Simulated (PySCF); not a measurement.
C2H7NSi2, SMILES N#CC[SiH2][SiH3].

Coordinates come from a B3LYP-D3(BJ)/def2-SVP optimisation. The structure was generated by enumeration, and PubChem lists no compound with its InChIKey, so it may never have been made. Other conformers were not sampled.

These are PBE/def2-TZVP run with PySCF values and carry that method's errors.

Gas-phase values at a fixed geometry.

Computed frontier levels, gap, dipole moment and polarisability:
| Quantity | Value |
|---|---|
| highest occupied level | -7.40 eV |
| lowest empty level | -1.26 eV |
| orbital gap | 6.14 eV |
| dipole moment | 3.74 D |
| quadrupole, principal values (traceless, Buckingham form, about the centre of nuclear charge) | -14.75, 4.64, 10.10 D·Å |
| mean static polarisability | 85.9 bohr³ (12.73 Å³) |
| polarisability, principal values | 71.3, 92.5, 94.0 bohr³ |
